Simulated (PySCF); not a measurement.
**How the functional moves excitation energies**

Species: C₂H₅BrSi.
Z-matrix (Å and degrees, PBE0-D3(BJ)/def2-SVP geometry), rows numbered from 1:
```
Br
Si  1  2.2137
C   2  1.8450  1  118.92
C   3  1.5536  2   65.14  1  -105.11
H   2  1.4799  1  111.53  3   151.17
H   3  1.0961  2  119.76  4  -107.92
H   3  1.0957  2  118.87  4   107.31
H   4  1.0961  2  119.49  3   107.94
H   4  1.0957  2  119.00  3  -107.45
```

Linear-response calculations in the def2-SVPD basis (PySCF; singlets by full response, triplets Tamm–Dancoff, core orbitals frozen in the response; HF means time-dependent Hartree–Fock). 'Strongest' is the level of largest summed f among the singlets computed (10 roots, of which the last may lack a degenerate partner); it can jump between rows when another state enters that window. S1 is the lowest singlet of each run and needn't be the same state throughout; f(S1) is that of one state. Isolated species at its PBE0-D3(BJ)/def2-SVP geometry, gas phase. Relativistic effects, spin–orbit coupling among them, are left out although an element past zinc is present.

| functional | kind | S1 (eV) | f(S1) | strongest (eV) | T1 (eV) | HOMO (eV) | gap (eV) | ionisation energy, ΔSCF (eV) |
| --- | --- | --- | --- | --- | --- | --- | --- | --- |
| LDA | LDA | 4.87 | 0.001 | 6.22 | 4.48 | -6.02 | 4.65 | 9.00 |
| PBE | GGA | 4.92 | 0.001 | 6.26 | 4.46 | -5.90 | 4.73 | 8.83 |
| B3LYP | global hybrid, 20% exact exchange | 5.27 | 0.002 | 6.60 | 4.79 | -6.82 | 6.29 | 9.03 |
| PBE0 | global hybrid, 25% exact exchange | 5.41 | 0.002 | 6.76 | 4.87 | -7.03 | 6.74 | 9.04 |
| BHandHLYP | global hybrid, 50% exact exchange | 5.81 | 0.002 | 6.76 | 5.25 | -8.06 | 8.62 | 9.07 |
| CAM-B3LYP | range-separated hybrid | 5.61 | 0.002 | 6.90 | 5.10 | -8.33 | 8.98 | 9.16 |
| LC-wPBE | range-separated hybrid | 5.99 | 0.002 | 7.28 | 5.37 | -9.66 | 11.38 | 9.30 |
| HF | Hartree–Fock | 6.62 | 0.003 | 7.40 | 5.61 | -9.65 | 11.82 | not settled |

**Question.** What does wB97X-D (range-separated hybrid) give?

**Answer.** S1 (eV) 5.68, f(S1) 0.002, strongest (eV) 6.97, T1 (eV) 5.19, HOMO (eV) -8.87, gap (eV) 10.26, ionisation energy, ΔSCF (eV) 9.14. S1 runs from 4.87 eV (LDA) to 6.62 eV (HF), a spread of 1.75 eV, while the orbital gap spreads over 7.2 eV. Along PBE (0%), B3LYP (20%), PBE0 (25%), BHandHLYP (50%), HF (100%) S1 rises with the share of exact exchange. −ε(HOMO) comes closest to its own ΔSCF ionisation energy with wB97X-D (-0.26 eV) and misses most with LDA (-2.98 eV). 'Not settled' means that the ion's SCF failed to converge or may have ended in another state than the lowest.

Without π bonds the low states are Rydberg-like; a valence basis with one diffuse set may place them up to an eV too high.
